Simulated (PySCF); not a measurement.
Isomers of C4H9PSi2, mass 143.998 u with the commonest isotopes. Level of theory: B3LYP/def2-SVPD in PySCF (dipole) on a GFN2-xTB geometry, gas phase. One conformer each, none proved a minimum here; rigid rotors.

Question: Order these by out-of-plane moment Σ m c² = (Ia + Ib − Ic)/2, smallest first.
A. `[CH2:1]=[C:2]1[SiH2:3][Si@@H:4]([PH2:5])[C:6]1=[CH2:7]` with Si3–Si4–P5–H 20° and -73°
B. `[CH:1]#[C:2][C:3](=[CH2:4])[SiH2:5][SiH2:6][PH2:7]` with C2–C3–Si5–Si6 60°, C3–Si5–Si6–P7 -126°, Si5–Si6–P7–H 47° and -46°
C. `[CH:1]#[C:2]/[C:3]([SiH3:4])=[CH:5]/[SiH2:6][PH2:7]` with C3–C5–Si6–P7 64°, C5–Si6–P7–H 149° and 57°
D. `[CH:1]#[C:2]/[C:3](=[CH:4]\[SiH3:5])[SiH2:6][PH2:7]` with C2–C3–Si6–P7 -64°, C3–Si6–P7–H 39° and -54°

Answer: A (28.92 u·Å²), B (45.11 u·Å²), D (58.29 u·Å²), C (64.34 u·Å²).

Question: Order these by rotational constant A, largest first.
A. `[CH:1]#[C:2]/[C:3](=[CH:4]\[SiH3:5])[SiH2:6][PH2:7]` with C2–C3–Si6–P7 -64°, C3–Si6–P7–H 39° and -54°
B. `[CH2:1]=[C:2]1[SiH2:3][Si@@H:4]([PH2:5])[C:6]1=[CH2:7]` with Si3–Si4–P5–H 20° and -73°
C. `[CH:1]#[C:2][C:3](=[CH2:4])[SiH2:5][SiH2:6][PH2:7]` with C2–C3–Si5–Si6 60°, C3–Si5–Si6–P7 -126°, Si5–Si6–P7–H 47° and -46°

Answer: A (2449 MHz), C (2395 MHz), B (2318 MHz).

Question: Order these by radius of gyration √(Σ m r²/M), smallest first.
A. `[CH:1]#[C:2][C:3](=[CH2:4])[SiH2:5][SiH2:6][PH2:7]` with C2–C3–Si5–Si6 60°, C3–Si5–Si6–P7 -126°, Si5–Si6–P7–H 47° and -46°
B. `[CH:1]#[C:2]/[C:3]([SiH3:4])=[CH:5]/[SiH2:6][PH2:7]` with C3–C5–Si6–P7 64°, C5–Si6–P7–H 149° and 57°
C. `[CH2:1]=[C:2]1[SiH2:3][Si@@H:4]([PH2:5])[C:6]1=[CH2:7]` with Si3–Si4–P5–H 20° and -73°

Answer: C (2.192 Å), B (2.389 Å), A (2.460 Å).

| SMILES | point group | Ia (u·Å²) | Ib (u·Å²) | Ic (u·Å²) | κ | μa (D) | μb (D) | μc (D) |
| --- | --- | --- | --- | --- | --- | --- | --- | --- |
| C#CC(=C)[SiH2][SiH2]P | C1 | 211.02 | 705.60 | 826.41 | -0.88 | 0.94 | 0.42 | 0.19 |
| C=C1[SiH2][Si@@H](P)C1=C | C1 | 217.98 | 502.57 | 662.72 | -0.69 | 0.46 | 0.27 | 0.25 |
| C#C/C(=C\[SiH3])[SiH2]P | C1 | 206.37 | 724.56 | 814.34 | -0.92 | 0.54 | 0.04 | 0.04 |
| C#C/C([SiH3])=C/[SiH2]P | C1 | 222.16 | 663.85 | 757.33 | -0.88 | 0.06 | 0.67 | 0.01 |
